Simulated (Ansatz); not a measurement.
**Worked example: CuF + CH3NO → CuNH2 + CHFO**

Gas-phase species: CuF (fluorocopper), singlet; CH3NO (formamide) `NC=O`, singlet; CuNH2 `[NH2][Cu]`, singlet; CHFO (formyl fluoride) `O=CF`, singlet. The partners trade F for NH2: Cu–F and C–NH2 bonds give way to Cu–NH2 and C–F.

Shapes, held fixed at every level: PBE0-D4/def2-TZVP. Flexible molecules stand in one conformer, not always the lowest. Programs: Ansatz 0.2.0. The zero-point and thermal change to 298 K, harmonic and unscaled (PBE0-D4/def2-TZVP), is -5.1 kJ/mol.

At wB97M-V/def2-TZVPP; 1 Eh = 2625.50 kJ/mol:

| species | energy (Eh) |
| --- | --- |
| CuF | -1740.294626 |
| CH3NO | -169.909020 |
| CuNH2 | -1696.364209 |
| CHFO | -213.807519 |

Q: Work out ΔH(298 K) of the reaction at this level.

A: 
1. Products less reactants: (-1696.364209) + (-213.807519) − [(-1740.294626) + (-169.909020)] = 0.031918 Eh = +83.8 kJ/mol.
2. With the thermal change: +83.8 + (-5.1) = +78.7 kJ/mol.

Other levels give +60.2 (PBE-D4/def2-TZVPP) to +95.0 kJ/mol (BHLYP-D4/def2-TZVPP). No measured value is set beside it here. Relativity is left out for Cu.
